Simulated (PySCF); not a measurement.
An unknown gives this computed stick spectrum. The calculation used TDDFT CAM-B3LYP/def2-SVPD, vertical, gas phase, core orbitals frozen in the response in PySCF. Geometries: GFN2-xTB, one conformer each.

```json
{"state": "S1", "E (eV)": "5.29", "f": "0.369"}
{"state": "S2", "E (eV)": "5.51", "f": "0.0001"}
{"state": "S3", "E (eV)": "6.40", "f": "0.041"}
{"state": "S4", "E (eV)": "7.16", "f": "0.0034"}
{"state": "S5", "E (eV)": "7.59", "f": "0.222"}
{"state": "S6", "E (eV)": "7.93", "f": "0.030"}
{"state": "S7", "E (eV)": "8.04", "f": "0.0002"}
{"state": "S8", "E (eV)": "8.24", "f": "0.0005"}
```

Question: Which candidate is it? All have the formula C5H3FO2.
A. `O=C1C=CC(=O)C1F`
B. `O=C(F)C1=CC=CO1`
C. `O=Cc1coc(F)c1`

Answer: B. Its S1, at 5.29 eV, is the highest among the candidates; the nearest of the others has S1 at 3.94 eV. S1 is HOMO→LUMO (97%). Löwdin shares by element: HOMO carbon 76% or more (atoms not listed hold the other 24%); LUMO carbon 48% or more, oxygen 16% or more (atoms not listed hold the other 36%). At the same level the other candidates give, for their lowest levels:
- `O=C1C=CC(=O)C1F`: 3.25 eV (f 0.000); 3.89 eV (f 0.000); 5.31 eV (f 0.000); 5.93 eV (f 0.002); 6.02 eV (f 0.361); T1 2.81 eV; HOMO -9.37, LUMO -2.11 eV
- `O=Cc1coc(F)c1`: 3.94 eV (f 0.000); 4.96 eV (f 0.063); 6.37 eV (f 0.106); 6.64 eV (f 0.001); 6.98 eV (f 0.421); T1 3.27 eV; HOMO -8.61, LUMO -0.84 eV

The values belong to the conformer `[O:1]=[C:2]([F:3])[c:4]1[cH:5][cH:6][cH:7][o:8]1`: O1–C2–C4–C5 180°.
Triplets come from the Tamm–Dancoff approximation.
